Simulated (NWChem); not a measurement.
Species: SiHO₂ cation; SMILES O=[Si]=[OH+]

Computed with NWChem. The geometry was optimised at PBE0/def2-SVP. B3LYP is NWChem's, with the RPA form of VWN correlation. Static field.

```csv
level,isotropic polarisability (bohr³),anisotropy (bohr³)
PBE/Sadlej pVTZ,26.2,15.8
B3LYP/Sadlej pVTZ,25.2,15.2
BHandHLYP/Sadlej pVTZ,24.0,13.7
Hartree-Fock/Sadlej pVTZ,22.5,11.3
```
